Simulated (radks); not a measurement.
Values are calculated unless marked as measured or tabulated.
Ionisation of the magnesium ion Mg+, [Ne] 3s1, to Mg2+, [Ne], under several functionals. Dirac Kohn-Sham, spin-unpolarised, spherical densities, finite nucleus; a radial shooting solver on a logarithmic mesh with Libxc functionals.

| functional | E(Mg+) (hartree) | Exc (hartree) | IE (eV) | -e(HOMO) (eV) | <r> HOMO (bohr) | IE error (eV) |
|---|---|---|---|---|---|---|
| Wu-Cohen GGA | -199.79229 | -15.94939 | 14.783 | 11.288 | 2.807 | -0.253 |
| PBEsol | -199.54933 | -15.69396 | 14.816 | 11.310 | 2.803 | -0.219 |
| AM05 | -199.26705 | -15.39983 | 14.767 | 11.271 | 2.806 | -0.268 |
| PW91 | -200.09111 | -16.25854 | 15.070 | 11.402 | 2.797 | +0.034 |
| HCTH/407 | -200.11847 | -16.30861 | 15.198 | 11.344 | 2.833 | +0.162 |
| RPBE | -200.09909 | -16.26622 | 15.057 | 11.286 | 2.816 | +0.022 |
| LDA (Slater exchange, Perdew-Wang correlation) | -199.15979 | -15.28672 | 15.043 | 11.521 | 2.777 | +0.008 |

NIST Atomic Spectra Database: 15.035 eV (measured). Closest: LDA (Slater exchange, Perdew-Wang correlation). The Delta-SCF values span 0.43 eV, the total energies 0.96 hartree. The highest occupied level is 3s1/2. Spin polarisation and multiplet splitting are left out, so open shells lie too high by an amount that depends on their filling.

Beside tabulated values, note that spin-unpolarised runs miss the spin-polarisation part of the exchange energy of open shells.
